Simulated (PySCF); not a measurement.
# Ca (calcium, neutral): UHF calculation

Configuration: [Ar] 4s1 4p1, high-spin 3P determinant (an excited configuration). Calculation: PySCF 2.14, in aug-cc-pwCVTZ-X2C; the spin-free X2C one-electron Hamiltonian (Gaussian nucleus).

* Total energy: -679.599001 hartree
* One-electron energy: -929.6221 hartree
* Hartree (Coulomb) energy: 285.5166 hartree
* Exchange energy: -35.4935 hartree
* ⟨S²⟩: 2.0001
* ⟨L²⟩: 2.104
* Sum of ⟨r⟩: 21.88 bohr
* Sum of ⟨r²⟩: 63.53 bohr²
* Traceless quadrupole moment −½Σ⟨3z² − r²⟩ along its main axis: -14.3 e·bohr²
* Langevin diamagnetic susceptibility: -50.3 ×10⁻⁶ cm³/mol

| shell | electrons | mean orbital energy (hartree) | spread (hartree) | rms radius, mean of both spins (bohr) |
| --- | --- | --- | --- | --- |
| 1s α | 1 | -150.14853 | 0 | 0.0888 |
| 1s β | 1 | -150.14521 | 0 | 0.0888 |
| 2s α | 1 | -16.99963 | 0 | 0.393 |
| 2s β | 1 | -16.99491 | 0 | 0.393 |
| 2p α | 3 | -13.67371 | 0.00177 | 0.362 |
| 2p β | 3 | -13.67070 | 0.00171 | 0.362 |
| 3s α | 1 | -2.30079 | 0 | 1.24 |
| 3s β | 1 | -2.28771 | 0 | 1.24 |
| 3p α | 3 | -1.37821 | 0.00049 | 1.38 |
| 3p β | 3 | -1.37030 | 0.00980 | 1.38 |
| 4s α | 1 | -0.26284 | 0 | 4.35 |
| 4p α | 1 | -0.15748 | 0 | 5.39 |

Densities and radii are taken from the X2C orbitals without a picture-change correction, which distorts them close to the nucleus.

Spin-orbit constants ζ (cm⁻¹) from the X2C one-electron operator on these orbitals: bare nucleus, nucleus screened by l(l+1)(2l+1)/3 electrons, and screened by the Breit-Pauli mean field of the electrons.

| shell | bare | screened nucleus | mean field |
| --- | --- | --- | --- |
| 2p | 21480 | 19330 | 18350 |
| 3p | 2080 | 1872 | 1762 |
| 4p | 95.61 | 86.05 | 80.31 |

To first order the Landé constant is A = 40.15 cm⁻¹, so the lowest level has J = 0 and lies 0.00996 eV below the centre of the term. This holds in LS coupling only.
